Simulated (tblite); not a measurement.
Compound: C5H7ClSSi.
SMILES with atom numbers: `[CH:1]#[C:2][Si@H:3]([Cl:4])[S:5]/[CH:6]=[CH:7]\[CH3:8]` (hydrogens: H9 on C1; H10 on Si3; H11 on C6; H12 on C7; H13, H14, H15 on C8)

Computed geometry: GFN2-xTB, gas phase.

Problem. What internal coordinates does the optimisation give?

Solution. 
```tsv
bond	length (Å)
C1≡C2	1.203
C2–Si3	1.849
Si3–Cl4	2.009
Si3–S5	2.159
S5–C6	1.769
C6=C7	1.325
C7–C8	1.489
C1–H9	1.052
Si3–H10	1.458
C6–H11	1.078
C7–H12	1.082
C8–H13, C8–H14, C8–H15	1.089
```

Bonds in one row agree within 0.01 Å and their mean is given. A selection of angles:
```tsv
angle	degrees
C2–C1–H9	178.7
C1–C2–Si3	175.4
C2–Si3–Cl4	111.5
C2–Si3–S5	106.9
C2–Si3–H10	109.7
Cl4–Si3–S5	107.8
Cl4–Si3–H10	111.4
S5–Si3–H10	109.4
Si3–S5–C6	100.2
S5–C6–C7	123.5
S5–C6–H11	114.5
C7–C6–H11	122.0
C6–C7–C8	125.6
C6–C7–H12	118.2
C8–C7–H12	116.2
C7–C8–H13	110.1
C7–C8–H15	110.5
H13–C8–H14	107.8
H13–C8–H15	109.2
```

Torsions: C2–Si3–S5–C6 -51° (synclinal); Si3–S5–C6–C7 171° (antiperiplanar); S5–C6–C7–C8 0° (synperiplanar).

Si3 (chlorine-bound silicon) is tetrahedral (angles from 106.9° to 111.5°). The 3 C–C bonds span 1.203 Å (C1≡C2, drawn triple) to 1.489 Å (C7–C8, drawn single), a spread of 0.286 Å. S5 (sulfur bonded to C and Si) is bent (angle 100.2°). Of the pairs four or more bonds apart, S5···H15 is among the closest relative to their van der Waals radii: 2.64 Å, 88 % of the sum of Bondi's values.

Point group: C1 (no symmetry element, even within 0.4 Å). Its lowest GFN2-xTB frequency is 9 cm⁻¹, too small to tell a flat minimum from a shallow saddle. One conformer, not necessarily the lowest. 3 starts were optimised and ended at 0.00, 0.31 and 0.32 kcal/mol (GFN2-xTB); the lowest of these is shown.
